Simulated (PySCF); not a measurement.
Numbering as in the mapped SMILES `[CH2:1]=[CH:2][C:3]1=[CH:4][P@:5]([CH3:6])(=[O:7])[CH:8]=[CH:9]1`; H(Xn) means a hydrogen on atom n. Ha(C1) is cis to C3; Hb(C1) is trans to C3.

Method: shielding tensors at HF/pcSseg-1 (GIAO), coordinates at the PBE0-D3(BJ)/def2-SVP level, in PySCF 2.14 (averaged over atoms made equivalent by symmetry, fast rotation or ring inversion, non-relativistic, single conformer, gas phase).

Predict the 2D correlation tables (HSQC, COSY, HMBC).

Answers



HSQC (one-bond C–H):
| δH | δC |
| --- | --- |
| 7.06 (H(C9)) | 144.6 (C9) |
| 6.63 (H(C2)) | 139.4 (C2) |
| 6.45 (H(C8)) | 139.6 (C8) |
| 5.97 (H(C4)) | 132.1 (C4) |
| 5.79 (Ha(C1)) | 127.0 (C1) |
| 5.70 (Hb(C1)) | 127.0 (C1) |
| 1.35 (H(C6)) | 15.5 (C6) |

COSY cross peaks (H two or three bonds apart, from the bond graph; peaks can be absent where the dihedral angle is near 90°):
| δH | δH |
| --- | --- |
| 7.06 (H(C9)) | 6.45 (H(C8)) |
| 6.63 (H(C2)) | 5.79 (Ha(C1)) |
| 6.63 (H(C2)) | 5.70 (Hb(C1)) |
| 5.79 (Ha(C1)) | 5.70 (Hb(C1)) |

HMBC (two and three bonds, from the bond graph; two-bond peaks within aromatic rings are usually weak or absent):
| δH | δC |
| --- | --- |
| 7.06 (H(C9)) | 155.4 (C3), 139.6 (C8), 139.4 (C2), 132.1 (C4) |
| 6.63 (H(C2)) | 155.4 (C3), 144.6 (C9), 132.1 (C4), 127.0 (C1) |
| 6.45 (H(C8)) | 155.4 (C3), 144.6 (C9), 132.1 (C4), 15.5 (C6) |
| 5.97 (H(C4)) | 155.4 (C3), 144.6 (C9), 139.6 (C8), 139.4 (C2), 15.5 (C6) |
| 5.79 (Ha(C1)) | 155.4 (C3), 139.4 (C2) |
| 5.70 (Hb(C1)) | 155.4 (C3), 139.4 (C2) |
| 1.35 (H(C6)) | 139.6 (C8), 132.1 (C4) |

Chemical shifts δ = σref − σ; ¹H (31.69 ppm) and ¹³C (190.85 ppm) vs TMS, all at this level.

Short H···H contacts in this conformer between protons four or more bonds apart (candidates for NOE cross peaks, intensity ∝ r⁻⁶): Ha(C1)···H(C9) 2.17 Å, H(C2)···H(C4) 2.55 Å.

Shifts are as computed. Against solution values, carbons near 30 ppm lie about -0 ppm off and those near 130 ppm about +7 ppm (rms about the fit 1.9 ppm; single classes can miss by 10 ppm). Of 1328 compounds with measured shifts, 309 miss one by over three times the rms of a fit or turn the order of signals round; such compounds aren't used in these exercises. Signals without a measured value on file couldn't be tested in this way.
